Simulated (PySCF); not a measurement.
Several species in one continuum solvent.

All values: PBE0/pcSseg-1 (PySCF, non-relativistic), each on one gas-phase PBE0-D3(BJ)/def2-SVP geometry that isn't relaxed in the solvent. The solvent is an IEF-PCM continuum (cavity from Bondi-type radii × 1.2). The model holds no explicit solvent molecules, cavitation or dispersion.

Question: Order them by E(solvent) − E(gas) in acetonitrile (ε = 35.69), most negative first (kcal/mol).
A. `[CH3:1][CH2:2][C@@:3]1([O:4][C@H:5]([CH3:6])[F:7])[CH2:8][CH2:9][O:10]1` with C1–C2–C3–O4 -56°, C2–C3–O4–C5 -70°, C3–O4–C5–C6 -158°
B. `[CH3:1][C@H:2]([F:3])[C:4](=[O:5])[O:6][C:7]([CH3:8])([CH3:9])[CH3:10]` with C1–C2–C4–O5 -63°, C2–C4–O6–C7 180°
C. `[CH3:1][CH2:2][C@@:3]1([O:4][C@@H:5]([CH3:6])[F:7])[CH2:8][CH2:9][O:10]1` with C1–C2–C3–O4 62°, C2–C3–O4–C5 -165°, C3–O4–C5–C6 163°

Answer: B (-5.8), A (-5.0), C (-4.7).

```json
{"SMILES": "C[C@H](F)C(=O)OC(C)(C)C", "charge": "0", "ΔE (kcal/mol)": "-5.8", "polarisation term (kcal/mol)": "-6.5", "HOMO shift (eV)": "-0.14", "dipole gas (D)": "1.06", "dipole solvent (D)": "1.35", "atoms": "23"}
{"SMILES": "CC[C@@]1(O[C@H](C)F)CCO1", "charge": "0", "ΔE (kcal/mol)": "-5.0", "polarisation term (kcal/mol)": "-5.7", "HOMO shift (eV)": "-0.01", "dipole gas (D)": "2.03", "dipole solvent (D)": "2.61", "atoms": "23"}
{"SMILES": "CC[C@@]1(O[C@@H](C)F)CCO1", "charge": "0", "ΔE (kcal/mol)": "-4.7", "polarisation term (kcal/mol)": "-5.3", "HOMO shift (eV)": "0.00", "dipole gas (D)": "0.86", "dipole solvent (D)": "1.20", "atoms": "23"}
```

The polarisation term is half the interaction of the solute with the induced surface charges.
